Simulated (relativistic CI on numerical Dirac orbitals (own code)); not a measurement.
## Calculated levels, Au44+

Calculated at this level of theory: Dirac-Coulomb-Breit CI, KLI orbitals optimised for each configuration, QED by a radiative potential, unscaled Slater integrals (own radial code, finite nucleus).

Configurations in the expansion (outside the closed core [Ar] 3d10): 4s2.4p5, 4s.4p6, 4s2.4p4.4d, 4s.4p5.4d, 4s2.4p4.4f, 4s.4p5.4f, 4p6.4d, 4s.4p4.4d2, 4s2.4p3.4d.4f, 4p6.4f, 4p5.4d.4f, 4p5.4d2, 4p4.4d3, 4p4.4d2.4f. Double excitations out of closed p, d and f shells are left out; levels of such configurations are missing from the list, as are those of other unlisted configurations, and high levels can miss mixing partners.

The lowest level is 4s2.4p5 2P°_3/2, with 100 % of that term; Hund's rules for 4s2.4p5 give 2P° with J = 3/2, in agreement.

```
No.  Configuration  Term     J   E (eV)    %  Landé g      jj configuration (%)
  1        4s2.4p5   2P°   3/2    0.000  100    1.328             4p3/2^3 (100)
  2        4s2.4p5   2P°   1/2  132.367   99    0.658        4p1/2 4p3/2^4 (99)
  3     4s2.4p4.4d    4D   3/2  165.228   36    1.181        4p3/2^2 4d3/2 (99)
  4     4s2.4p4.4d    4D   5/2  168.178   41    1.200        4p3/2^2 4d3/2 (94)
  5     4s2.4p4.4d    4P   1/2  168.323   48    1.661        4p3/2^2 4d3/2 (96)
  6     4s2.4p4.4d    2F   7/2  170.882   34    1.118        4p3/2^2 4d3/2 (98)
  7     4s2.4p4.4d    2D   3/2  180.801   63    0.848        4p3/2^2 4d3/2 (96)
  8     4s2.4p4.4d    2F   7/2  194.122   48    1.249        4p3/2^2 4d5/2 (98)
  9     4s2.4p4.4d    4F   9/2  195.713   69    1.259        4p3/2^2 4d5/2 (99)
 10     4s2.4p4.4d    2P   1/2  197.146   52    1.270        4p3/2^2 4d5/2 (91)
 11     4s2.4p4.4d    2D   5/2  210.181   52    1.214        4p3/2^2 4d5/2 (99)
 12     4s2.4p4.4d    2D   3/2  216.005   35    1.184        4p3/2^2 4d5/2 (93)
 13     4s2.4p4.4d    2D   5/2  219.909   49    1.158        4p3/2^2 4d5/2 (90)
 14         4s.4p6    2S   1/2  250.764   79    2.000                   4s (79)
 15     4s2.4p4.4d    4D   1/2  291.698   80    0.192  4p1/2 4p3/2^3 4d3/2 (97)
 16     4s2.4p4.4d    4D   3/2  297.147   34    0.958  4p1/2 4p3/2^3 4d3/2 (95)
 17     4s2.4p4.4d    4F   5/2  301.767   46    0.987  4p1/2 4p3/2^3 4d3/2 (99)
 18     4s2.4p4.4d    2G   7/2  303.125   59    1.004  4p1/2 4p3/2^3 4d3/2 (99)
 19     4s2.4p4.4d    2D   5/2  323.122   56    1.154  4p1/2 4p3/2^3 4d3/2 (93)
 20     4s2.4p4.4d    2P   3/2  323.177   52    1.307  4p1/2 4p3/2^3 4d3/2 (87)
 21     4s2.4p4.4d    4D   7/2  323.200   43    1.298  4p1/2 4p3/2^3 4d5/2 (99)
 22     4s2.4p4.4d    2S   1/2  323.618   40    1.804  4p1/2 4p3/2^3 4d3/2 (86)
 23     4s2.4p4.4d    2P   3/2  327.344   48    1.216  4p1/2 4p3/2^3 4d5/2 (93)
 24     4s2.4p4.4d    2F   5/2  329.615   47    1.138  4p1/2 4p3/2^3 4d5/2 (99)
 25     4s2.4p4.4d    2G   9/2  330.519   68    1.175  4p1/2 4p3/2^3 4d5/2 (99)
 26     4s2.4p4.4d    2D   5/2  332.917   53    1.233  4p1/2 4p3/2^3 4d5/2 (97)
 27     4s2.4p4.4d    2F   7/2  337.602   75    1.145  4p1/2 4p3/2^3 4d5/2 (99)
 28     4s2.4p4.4d    2D   3/2  355.131   66    0.846  4p1/2 4p3/2^3 4d5/2 (88)
 29     4s2.4p4.4d    2P   1/2  361.906   71    1.042  4p1/2 4p3/2^3 4d5/2 (91)
 30     4s2.4p4.4f   4F°   5/2  398.088   34    1.013        4p3/2^2 4f5/2 (80)
 31     4s2.4p4.4f   2D°   3/2  400.564   32    0.859        4p3/2^2 4f5/2 (79)
 32     4s2.4p4.4f   4F°   7/2  401.717   42    1.168        4p3/2^2 4f5/2 (59)
 33     4s2.4p4.4f   4D°   1/2  404.712   55    0.301        4p3/2^2 4f5/2 (83)
 34     4s2.4p4.4f   4G°   9/2  409.049   34    1.174        4p3/2^2 4f5/2 (61)
 35     4s2.4p4.4f   2G°   9/2  412.575   57    1.113        4p3/2^2 4f7/2 (57)
 36     4s2.4p4.4f   2F°   5/2  413.465   42    1.059        4p3/2^2 4f5/2 (44)
 37      4s.4p5.4d   4P°   1/2  415.493   89    2.393     4s 4p3/2^3 4d3/2 (93)
 38     4s2.4p4.4f   4G°  11/2  415.715   68    1.210       4p3/2^2 4f7/2 (100)
 39     4s2.4p4.4f   2D°   3/2  415.766   39    1.102        4p3/2^2 4f7/2 (78)
 40     4s2.4p4.4f   2F°   7/2  422.208   47    1.072        4p3/2^2 4f7/2 (56)
 41      4s.4p5.4d   4P°   3/2  423.140   55    1.467     4s 4p3/2^3 4d3/2 (68)
 42     4s2.4p4.4f   2F°   5/2  425.886   42    0.949        4p3/2^2 4f5/2 (55)
 43     4s2.4p4.4f   2F°   7/2  427.278   51    1.164        4p3/2^2 4f7/2 (88)
 44      4s.4p5.4d   4D°   5/2  431.494   29    1.249     4s 4p3/2^3 4d3/2 (61)
 45      4s.4p5.4d   4F°   7/2  432.113   32    1.204     4s 4p3/2^3 4d3/2 (68)
```

Energies count from the lowest computed level; ° marks odd parity. Filled j subshells are mostly left out of the jj labels.

The mean weight of the leading LS term, summed over parents, in these 45 levels is 53 %, and that of the leading jj configuration (from the same eigenvectors) 86 %, so jj coupling describes them better and the LS labels are nominal.

At this charge energies of transitions that change n are usually good to better than 1 %, and those within a shell (Δn = 0) to a few per cent.

LS names give the leading component of a level, which can be under half, so a name can repeat, a term be missing and a line seem to break the LS rules.
